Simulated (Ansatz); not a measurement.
Ansatz (a program for electronic structure) input (PBE/6-311+G**): The .json file is the Basis Set Exchange's 6-311+G**.

Ansatz 0.2 input:
```yaml
crystal:
  periodic: [false, false, false]
  atoms:
    - {symbol: C, position_ang: [-1.60525200, 1.39753100, -0.26494600]}
    - {symbol: Si, position_ang: [-0.16168600, 0.21986500, -0.55624600]}
    - {symbol: P, position_ang: [-0.56789100, -1.93893300, 0.02901100]}
    - {symbol: P, position_ang: [1.68750000, 1.05222700, 0.46095600]}
    - {symbol: H, position_ang: [-1.35446700, 2.40829400, -0.59153600]}
    - {symbol: H, position_ang: [-2.49167300, 1.06538300, -0.80689400]}
    - {symbol: H, position_ang: [-1.85277400, 1.43215100, 0.80024300]}
    - {symbol: H, position_ang: [-1.16737700, -1.60178600, 1.27591400]}
    - {symbol: H, position_ang: [-1.81521600, -2.00404600, -0.64816100]}
    - {symbol: H, position_ang: [2.46989200, -0.10654700, 0.22568200]}
    - {symbol: H, position_ang: [1.31258000, 0.64385100, 1.77236800]}
basis:
  gaussian:
    orbitals: 6-311+G__.json
hamiltonian:
  xc: {name: PBE}
magnetization: {spin_polarized: true, initial_magnetization: 1}
output: {forces: true}
```

Output:

```
Functional definition: PBE
integrals: 0.10 GiB planned
1250 factors; their error is unknown
mean field: 0.68 GiB planned
mean field evaluation 1: about -27581.6551 eV, gradient 4.6e1 eV
mean field evaluation 2: about -27563.4263 eV, gradient 6.5e1 eV
mean field evaluation 4: about -27591.8733 eV, gradient 6.8e0 eV
mean field evaluation 8: about -27592.1502 eV, gradient 1.4e-1 eV
mean field evaluation 16: about -27592.1330 eV, gradient 9.3e-5 eV
mean field -27592.13300758 eV, -1013.9921854091 hartree, gradient 3.9e-5 eV, S^2 0.752566; 0 other end points of the search recorded, 0 dependent functions left out
the calculation of the forces begins
reference -27592.13308642 eV, -1013.9921883065 hartree; 29, 28 occupied and 128, 129 virtual orbitals, 1250 factors
Total energy: -27592.13308642 eV, -1013.9921883065 hartree
Atom 0 at    -1.605252     1.397531    -0.264946 Å, force     0.110673    -0.067402    -0.033377 eV/Å
Atom 1 at    -0.161686     0.219865    -0.556246 Å, force     0.063360    -0.052496    -0.058937 eV/Å
Atom 2 at    -0.567891    -1.938933     0.029011 Å, force     0.427600    -0.273229    -0.138087 eV/Å
Atom 3 at     1.687500     1.052227     0.460956 Å, force     0.038061     0.492935    -0.230210 eV/Å
Atom 4 at    -1.354467     2.408294    -0.591536 Å, force     0.058264     0.286750    -0.099166 eV/Å
Atom 5 at    -2.491673     1.065383    -0.806894 Å, force    -0.255405    -0.079474    -0.158241 eV/Å
Atom 6 at    -1.852774     1.432151     0.800243 Å, force    -0.083035     0.018056     0.299240 eV/Å
Atom 7 at    -1.167377    -1.601786     1.275914 Å, force    -0.164787     0.087179     0.287413 eV/Å
Atom 8 at    -1.815216    -2.004046    -0.648161 Å, force    -0.306544    -0.010782    -0.144539 eV/Å
Atom 9 at     2.469892    -0.106547     0.225682 Å, force     0.184491    -0.285073    -0.038367 eV/Å
Atom 10 at     1.312580     0.643851     1.772368 Å, force    -0.072677    -0.116464     0.314271 eV/Å
Dipole moment:    -0.310038     0.077895     0.079091 e Å
```

The geometry given is a B3LYP-D3(BJ)/def2-TZVP minimum.
